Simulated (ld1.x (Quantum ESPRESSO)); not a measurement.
# neon (Ne): one change to a TM potential, before and after

* Element: Ne
* Generator: ld1.x (Quantum ESPRESSO) 7.5
* Type: norm-conserving Troullier–Martins (Kleinman–Bylander form)
* Functional: BP86
* Relativity: scalar-relativistic
* Frozen core: [He]
* Valence charge: 8
* Reference configuration: 2s2 2p4.5 (charge +1.5)
* Partial waves: 2p (bound): rc 1.60 bohr; 2s (bound): rc 0.60 bohr
* Local potential: the s channel
* Core correction: a·sin(br)/r model core, default radius (core density twice the valence density)

All-electron outer shells of the reference configuration (BP86, scalar-relativistic, ld1.x):

```json
{"shell": "2s", "level (eV)": "-66.62", "outermost node (bohr)": "0.22", "outermost maximum (bohr)": "0.67"}
{"shell": "2p", "level (eV)": "-43.22", "outermost node (bohr)": "–", "outermost maximum (bohr)": "0.59"}
```

Change: core correction a·sin(br)/r model core inside 0.54 bohr.

Cutoffs: the cutoffs (Ry, on a coarse ladder) from which the occupation-weighted sum of valence levels, in a spherical-Bessel basis at the reference potential, stays within 10 and 1 mRy of its value at 400 Ry; they do not see the model core or the augmentation charge, which bear on the density cutoff. Errors are all-electron minus pseudo energies relative to the spin-unpolarised reference configuration.

**Question.** How do hardness, ghosts and transferability respond?

**Answer.** The errors of the 7 common tests hardly move; neither file shows a bound ghost. The default core radius of the base comes out at 0.25 bohr. A wider model core is smoother and lowers the density cutoff, which this test does not measure.

```csv
quantity,base,changed
"cutoff, loose",230 Ry,230 Ry
"cutoff, tight",over 300 Ry,over 300 Ry
bound ghosts,none,none
"error for 2s2 2p6, meV [ΔE -41.42 eV]",+178,+178
"error for 2s2 2p5, meV [ΔE -18.86 eV]",+38,+37
"error for 2s2 2p4, meV [ΔE 24.50 eV]",+58,+58
"error for 2s2 2p5.5, meV [ΔE -32.51 eV]",+111,+110
"error for 2s1 2p6, meV [ΔE 4.55 eV]",+233,+240
"error for 2s2 2p2, meV [ΔE 186.74 eV]",+3065,+3053
"error for 2s2 2p3, meV [ΔE 92.02 eV]",+791,+788
s: phases at 1.74 bohr within 0.05 rad from the reference energy up to (Ry; the scan ends near 5),to the end of the scan,to the end of the scan
p: phases at 1.74 bohr within 0.05 rad from the reference energy up to (Ry; the scan ends near 5),0.3,0.3
```
